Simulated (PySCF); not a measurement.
# Exercise with solution: oscillator strength and radiative lifetime

Si(H)(Cl)(OH)(OEt) (C2H7ClO2Si), SMILES O[SiH](OCC)Cl.

Geometry: PBE0-D3(BJ)/def2-SVP. One conformer was computed; it need not be the lowest.

TDDFT-PBE/def2-SVPD run with PySCF puts the first singlet state with f over 0.02 at 7.37 eV (vertical), with the transition dipole (-0.182, 0.313, 0.334) in atomic units.

Task: Find the oscillator strength, the wavelength and the radiative lifetime that this transition would have in vacuum if emission retraced absorption.

Result: 
|μ|² = 0.2426 au, so |μ| = 1.25 D. ΔE = 7.37/27.211 = 0.2708 hartree. f = (2/3) ΔE |μ|² = 0.044 (the program prints 0.044).
λ = 1239.84/7.37 = 168 nm; ν = 59443 cm⁻¹.
Einstein's coefficient A = 0.6670 ν² f s⁻¹ (ν in cm⁻¹) = 1.0e8 s⁻¹, so τ = 1/A = 9.7 ns. This state is S5; the lower singlets have f = 0.012, 0.003, 0.010, 0.018. The figure is the radiative limit of this one transition; relaxation, internal conversion, crossing to triplets and a medium change what is measured.
